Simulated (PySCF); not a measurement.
CH4S, charge +1, doublet, at a GFN2-xTB geometry (a state made from the parent by changing its charge; the spin is typed, not shown lowest). Base run: M062X/cc-pVDZ in PySCF.

Input for PySCF:
```python
from pyscf import gto, scf, dft

mol = gto.Mole()
mol.atom = '''
    C    -0.073882    1.119810    0.010353
    S    -0.041344   -0.650098   -0.006703
    H     1.309198   -0.804870    0.002888
    H    -1.108580    1.459369    0.005168
    H     0.444890    1.505535    0.894568
    H     0.459297    1.522683   -0.857495
'''
mol.basis = 'cc-pvdz'
mol.charge = 1
mol.spin = 1
mol.verbose = 4
mol.build()

mf = dft.UKS(mol)
mf.xc = 'm062x'
mf.kernel()
mf.analyze()
```

Each row names what was changed in the base input (with any setting that the change needs).

| change | ΔE vs base (mEh) | fitting functions |
|---|---|---|
| base | 0.000 | - |
| only_dfj = on; auxbasis = def2-universal-jfit | -0.230 | 144 |
| auxbasis = even-tempered beta=2.0 | 0.002 | 389 |
| auxbasis = def2-tzvp-ri | -7.979 | 249 |
| auxbasis = cc-pvtz-jkfit | -0.005 | 320 |
| auxbasis = even-tempered beta=3.0 | -1.315 | 265 |
| auxbasis = def2-universal-jkfit | -0.013 | 275 |
| auxbasis = default (with mf = mf.density_fit()) | 0.002 | 274 |
| auxbasis = def2-universal-jfit | 1239.7 | 144 |
| auxbasis = cc-pvdz-jkfit | 0.002 | 274 |

A fitting set is made for a task (jfit for Coulomb, jkfit for Coulomb and exchange, ri for correlation) and for a family of orbital bases.

Open shells are given as the SCF converged; they aren't shown to be the lowest states, and a large step between rows can be another state.
